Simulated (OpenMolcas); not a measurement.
## Exact exchange and the dipole moment of CH3BFN

CH3BFN has 7 atoms, charge 0, and is taken as a singlet. As SMILES, `BN=CF`. The shape is that of a PBE0-D4/def2-TZVP optimisation.

The dipole moment y, in D, basis aug-cc-pVDZ; a is the functional's share of exact exchange. Programs: OpenMolcas 26.06.

| functional | program | a | y (D) |
| --- | --- | --- | --- |
| BLYP | OpenMolcas | 0 | 1.48 |
| PBE | OpenMolcas | 0 | 1.48 |
| B3LYP | OpenMolcas | 0.2 | ? |
| PBE0 | OpenMolcas | 0.25 | 1.53 |
| BHLYP | OpenMolcas | 0.5 | 1.58 |

Task: Fit y = c + s·a to the known rows and predict B3LYP.

Result: 
1. Means of the 4 rows: a = 0.1875, y = 1.518.
2. Σ(Δa)² = 0.17188, Σ(Δa·Δy) = 0.034375, so the slope is 0.034375/0.17188 = 0.19999.
3. Intercept: 1.518 − (0.19999) × 0.1875 = 1.481. The largest residual of the fit is 0.000.
4. B3LYP: 1.481 + (0.19999) × 0.2 = 1.52 D.

The run gave 1.52 D, so the prediction is off by 0.00 D: they agree to the digits shown. More exact exchange makes the molecule more polar here.
